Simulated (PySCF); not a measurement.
CH5Ge2N, SMILES [CH]1=[N][GeH2][GeH2]1.

Geometry optimised at B3LYP-D3(BJ)/def2-SVP. The structure was generated by enumeration, and PubChem lists no compound with its InChIKey, so it may never have been made.

The numbers are results of PBE/def2-TZVP run with PySCF, not measurements.

Symmetry labels are those of the subgroup Cs that the program uses (full group Cs).

Question: List the valence orbital energies around the gap with their symmetry. (Estimate from the structure and the level; the computed values follow.)

Answer: 
```json
[
 {"orbital": "HOMO−7", "symmetry": "A'", "energy (eV)": "-12.18"},
 {"orbital": "HOMO−6", "symmetry": "A'", "energy (eV)": "-10.11"},
 {"orbital": "HOMO−5", "symmetry": "A'", "energy (eV)": "-9.41"},
 {"orbital": "HOMO−4", "symmetry": "A\"", "energy (eV)": "-9.39"},
 {"orbital": "HOMO−3", "symmetry": "A\"", "energy (eV)": "-8.33"},
 {"orbital": "HOMO−2", "symmetry": "A\"", "energy (eV)": "-7.81"},
 {"orbital": "HOMO−1", "symmetry": "A'", "energy (eV)": "-6.72"},
 {"orbital": "HOMO", "symmetry": "A'", "energy (eV)": "-5.37"},
 {"orbital": "LUMO", "symmetry": "A\"", "energy (eV)": "-1.98"},
 {"orbital": "LUMO+1", "symmetry": "A'", "energy (eV)": "-1.39"},
 {"orbital": "LUMO+2", "symmetry": "A'", "energy (eV)": "-0.89"},
 {"orbital": "LUMO+3", "symmetry": "A\"", "energy (eV)": "-0.09"}
]
```
